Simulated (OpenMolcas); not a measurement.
# Ge: terms and fine structure

```
Program             : OpenMolcas 26.06
Method              : CASSCF
Basis               : ANO-RCC-VQZP [7s6p4d2f1g]
Scalar Hamiltonian  : DKH2, point nucleus
Active space        : 4 electrons in 8 orbitals (4s 4p 5s 5p)
State averaging     : 2S+1 = 3 even, 3 roots; 2S+1 = 1 even, 6 roots; 2S+1 = 5 odd, 1 root; 2S+1 = 3 odd, 5 roots
Spin-orbit coupling : RASSI with atomic mean-field integrals over the reference wave functions, term energies averaged over their components
```

Spin-free terms above the lowest, with the occupations of the reference (each correlating shell added to its valence partner):

```json
{"Configuration": "4s² 4p²", "Term": "³P", "E (cm⁻¹)": "0.0", "Occupations": "4s 1.97 4p 2.04"}
{"Configuration": "4s² 4p²", "Term": "¹D", "E (cm⁻¹)": "8087", "Occupations": "4s 1.96 4p 2.04"}
{"Configuration": "4s² 4p²", "Term": "¹S", "E (cm⁻¹)": "14710", "Occupations": "4s 1.91 4p 2.09"}
{"Configuration": "4s 4p³", "Term": "⁵S°", "E (cm⁻¹)": "31771", "Occupations": "4s 1.00 4p 3.00"}
```

With spin-orbit coupling, above the lowest level:

```tsv
Configuration	Term	J	E (cm⁻¹)	Measured (cm⁻¹)	g	Term weight %
4s² 4p²	³P	0	0.0	0.0		100
4s² 4p²	³P	1	453	557	1.501	100
4s² 4p²	³P	2	1172	1410	1.499	100
4s² 4p²	¹D	2	8953	7125	1.002	100
4s² 4p²	¹S	0	15615	16367		100
4s 4p³	⁵S°	2	32601	41927	2.002	100
```

Against the 5 measured excited levels shown (NIST Handbook of Basic Atomic Spectroscopic Data) the mean absolute deviation is 2400 cm-1; the largest miss in energy is 4s 4p³ ⁵S°₂: computed 32601, measured 41927 cm⁻¹ (-22.2 %).

Spin-orbit coupling puts the lowest level 830 cm⁻¹ below the lowest spin-free term.

For ³P the intervals divided by the larger J are 452.5, 359.9 cm-1. Landé's interval rule makes them equal in pure LS coupling; they differ by 23 % of their mean. The multiplet is regular.

Without dynamic correlation excited terms often stand tens of per cent too high (terms of higher spin than the ground term too low), and those without a measured partner can miss by more than the paired ones. Active for correlation alone: 5p 5s; no level in the range computed is led by a configuration that fills them, so any true level of that kind is missing. Terms of s pⁿ other than that of highest spin mix with s² pⁿ⁻² d, which this space lacks; all of them can be thousands of cm-1 off, and some have no real level of that name. Computed and measured levels are paired by configuration, term and J; levels that our copy of the source lacks, or whose pairing is in doubt (as where it misses far off the trend of its configuration), stay unpaired and out of the deviations. Levels of configurations outside the active space are missing. The first state left out of the spin-orbit step lies near 68000 cm-1 above the lowest spin-free state of the reference (among the parities and spins computed), and the list stops at four fifths of that energy or lower.

The term weight is that of the spin-free term in the level, not the purity of its configuration. ° marks odd parity.
